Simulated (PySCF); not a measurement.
## Which determinant of RbIn⁺ lies lowest?

Unrestricted PBE0; PySCF, scalar-relativistic core potentials, basis sets Rb def2-SVPD with ECP28, In def2-SVPD with ECP28. Outer shells of the fragments: Rb+ closed shells only; In 4d10 5s2 5p1.

Followed along the bond (rough minima from three points):

```tsv
2Ms+1	unpaired	⟨S²⟩ at the start	R at minimum (Å)	Te (eV)
2	σ ↑	0.75	4.23	0.00
2	π ↑	0.75	4.26	0.54
4	σ ↑↑, π ↑	3.75	4.23	4.59
```

Solutions found at the starting distance of 3.550 Å, counted from the lowest of them; the search is not exhaustive and high or unbound solutions are not listed, so other states can lie among these:

```csv
2Ms+1,unpaired,term,E (eV),⟨S²⟩,⟨Lz²⟩,μ (D)
2,σ ↑,²Σ⁺,0.00,0.75,0.00,-6.25
2,π ↑,²Π,0.43,0.75,1.00,-7.33
4,"σ ↑↑, π ↑",⁴Π,4.57,3.75,1.00,-6.97
2,δ ↑,²Δ,4.75,0.75,4.00,-0.80
4,"σ ↑, π ↑↑",⁴Σ⁻,4.99,3.75,0.00,-7.49
4,σ ↑↑↑,⁴Σ⁺,7.98,3.75,0.00,4.24
4,"σ ↑, π ↑↑",mixed,9.54,3.75,2.00,-0.20
4,"σ ↑↑, δ ↑",⁴Δ,9.83,3.75,4.00,-3.13
```

A term symbol is given only where ⟨S²⟩ and ⟨Lz²⟩ are close to those of a pure state; real π, δ and φ orbitals otherwise mix terms. A positive dipole points towards In; it is taken about the centre of mass and depends on that origin.

Task: Compare the gap between the two lowest followed solutions at the starting distance with the gap between their minima.

Result: At PBE0 the second solution (doublet, unpaired electrons π ↑) lies +0.43 eV from the first (doublet, unpaired electrons σ ↑) at 3.550 Å and +0.54 eV at the minima; the two curves relax by different amounts, since their minima lie near 4.26 and 4.23 Å.

Spin–orbit coupling is left out. Counting both spins, an empty level lies below a filled one in some of these solutions, because spin and occupation are held.
